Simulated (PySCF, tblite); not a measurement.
Isomers of C10H10. Method: GFN2-xTB as coded in tblite; computed harmonic values from a numerical Hessian at the method's own geometry, unscaled. This tight-binding method is rough: wavenumbers can miss measured ones by several per cent, in bad cases by 10 to 20. One conformer each.

Electronic energies: PBE0/pcSseg-1 single points on the GFN2-xTB geometries (PySCF, gas phase).

| SMILES | electronic energy, lowest = 0 (kcal/mol) |
| --- | --- |
| CC#CC1=CCC=CC=C1 | 32.9 |
| CCC#Cc1ccccc1 | 0.0 |
| C#Cc1cccc(CC)c1 | 4.5 |

Task: How do GFN2-xTB zero-point energies change the relative energies?

Result: 
```csv
SMILES,ZPE (kcal/mol),of it from modes above 1550 cm⁻¹,electronic (kcal/mol),"with ZPE, lowest = 0 (kcal/mol)",lowest mode (cm⁻¹),rings
CCC#Cc1ccccc1,101.9,51.4,0.0,0.0,9i,1
C#Cc1cccc(CC)c1,101.6,51.8,4.5,4.2,37,1
CC#CC1=CCC=CC=C1,100.9,53.6,32.9,31.9,20,1
```

The zero-point energies span 1.0 kcal/mol, from `CC#CC1=CCC=CC=C1` to `CCC#Cc1ccccc1`. Slightly imaginary modes are left out of the zero-point energy: `CCC#Cc1ccccc1` 8.6i cm⁻¹. The order is unchanged.

Task: And how do the electronic energies of GFN2-xTB itself compare?

Result: `CCC#Cc1ccccc1` 0.0; `C#Cc1cccc(CC)c1` 2.8; `CC#CC1=CCC=CC=C1` 29.2 kcal/mol, lowest = 0. Against the energies above, taken from the same isomer `CCC#Cc1ccccc1`, the largest difference is 3.7 kcal/mol.
